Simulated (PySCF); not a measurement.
Electron correlation in Se⁺ (selenium, charge +1)

[Ar] 3d10 4s2 4p3, high-spin 4S determinant. All numbers are calculated (PySCF 2.14, a scalar-relativistic core potential, in aug-cc-pVDZ-PP with ECP10MDF). Frozen: 3s2 3p6 3d10; 5 electrons correlated.

MP2 pair energies summed by pair of shells (mhartree):

| pair | energy | share (%) |
| --- | --- | --- |
| 4s-4p | -37.57 | 65.2 |
| 4p-4p | -13.57 | 23.6 |
| 4s-4s | -6.46 | 11.2 |

Total MP2 correlation energy: -57.60 mhartree.

Same-spin part -15.52 and opposite-spin part -42.08 mhartree; SCS-MP2 scales them by 1/3 and 6/5 to -55.67 mhartree.

```
  level  correlation energy (mhartree)
   CCSD                         -72.41
    (T)                          -0.82
CCSD(T)                         -73.23
```

Diagnostics: T1 = 0.0018, D1 = 0.0031, largest double amplitude 0.046.

Task: Is a single reference adequate?

Result: Yes, within this model without spin-orbit coupling: T1 lies below 0.03 and no double amplitude reaches 0.07.
